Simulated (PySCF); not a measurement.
## In⁺: excitation energy

In⁺ [Kr] 4d10 5s2 (1S) → In⁺ [Kr] 4d10 5s1 6s1 (3S), as a difference of total energies. Computed with PySCF 2.14 in aug-cc-pVDZ-PP with ECP28MDF (5s4p3d, 32 functions), with a scalar-relativistic core potential. Correlated levels: valence: 4s2 4p6 4d10 frozen. The calculations carry no spin-orbit coupling.

```
           method  excitation energy (cm⁻¹)
              UHF                     81843
              LDA                     97112
              PBE                     93849
             PBE0                     91936
           r2SCAN                     93468
              M06                     95836
            HSE06                     92272
            TPSSh                     92033
           PBEsol                     94291
    MP2 (valence)                     85822
SCS-MP2 (valence)                     87143
```

Errors of the correlated levels include the incompleteness of this basis and the frozen core.

Problem. Which method comes closest to the reference value, and which is furthest?

Solution. The reference is 93923 cm⁻¹ (measured; NIST levels). Closest: PBE (error -74.678 cm⁻¹); furthest: UHF (error -12081 cm⁻¹).
